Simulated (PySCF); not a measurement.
Gas-phase reaction: 6 Ga(CH3)2Cl ⇌ 2 GaCl3 + 4 GaH(CH3)2 + C4H8 (cyclic), at 800 K and a standard pressure of 1 bar. Level: MP2/def2-SVP†.

Method: PySCF energies plus ideal-gas RRHO corrections (1 bar). † marks an energy on the PBE0/def2-TZVP geometry and frequencies. MP2 freezes the core. All species are closed-shell singlets. Ga: all electrons, no relativistic terms. Methyl groups turn as free rotors in Ga(CH3)2Cl, GaH(CH3)2. Ga(CH3)2Cl, GaH(CH3)2: computed as isolated molecules; such fragments, hydroxides, amides, oligomers or adducts are transient or little studied in the gas. MP2 isn't extrapolated to the basis-set limit; its ΔH°(298 K) is 348.4 kJ in def2-SVP and 407.3 kJ in def2-TZVPP. The harmonic model lacks anharmonicity and excited electronic states, which grow with temperature; levels with a mode under 35 cm⁻¹ are left out.

```json
[
 {"species": "Ga(CH3)2Cl", "E (Ha)": "-2462.23686", "H(800 K) − E (kJ/mol)": "276.1", "S°(800 K) (J/mol/K)": "479.0"},
 {"species": "GaCl3", "E (Ha)": "-3301.84470", "H(800 K) − E (kJ/mol)": "67.6", "S°(800 K) (J/mol/K)": "403.9"},
 {"species": "GaH(CH3)2", "E (Ha)": "-2003.25935", "H(800 K) − E (kJ/mol)": "281.6", "S°(800 K) (J/mol/K)": "435.3"},
 {"species": "C4H8 (cyclic)", "E (Ha)": "-156.55266", "H(800 K) − E (kJ/mol)": "369.1", "S°(800 K) (J/mol/K)": "380.9"}
]
```
E: electronic energy; H − E holds the zero-point and thermal terms. 1 Ha = 2625.5 kJ/mol.

### Question
Work out ΔH°, ΔS°, ΔG° and log10 K from these numbers.

### Answer
1. ΔE = 2×(-3301.84470) + 4×(-2003.25935) + 1×(-156.55266) − 6×(-2462.23686) = 0.14170 Ha = 372.0 kJ.
2. Δ(H − E) = 2×(67.6) + 4×(281.6) + 1×(369.1) − 6×(276.1) = -25.9 kJ, so ΔH° = 346.1 kJ.
3. ΔS° = 2×(403.9) + 4×(435.3) + 1×(380.9) − 6×(479.0) = 55.9 J/K; the number of gas molecules changes by +1.
4. ΔG° = ΔH° − TΔS° = 346.1 − 800×(55.9)/1000 = 301.4 kJ.
5. log10 K = −ΔG°/(RT ln 10) = -19.67, with RT ln 10 = 15.32 kJ/mol; at standard pressures the reactants are favoured.
6. A shift of 10 kJ in ΔE would move log10 K by 0.65 here.
For scale, ΔH°(298 K) is 348 kJ at this level, 384 kJ at ωB97M-V/def2-TZVP†, and runs from 330 to 409 kJ over the 18 levels computed.
